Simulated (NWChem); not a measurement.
Te, triplet

Program: NWChem. Spin-unrestricted. The open p shell is one determinant without spherical averaging. No stability test was run on the SCF state. def2 effective core potentials on Te; no spin-orbit coupling.

For level RPBE/def2-TZVP:

```yaml
highest occupied level (eV): -5.19
lowest empty minus highest occupied level, either spin (eV): 0.30
```

Problem. What are these values for level BHandHLYP/def2-TZVP?

Solution. The highest occupied level (eV) comes out as -7.17 and the lowest empty minus highest occupied level, either spin (eV) is 3.97.
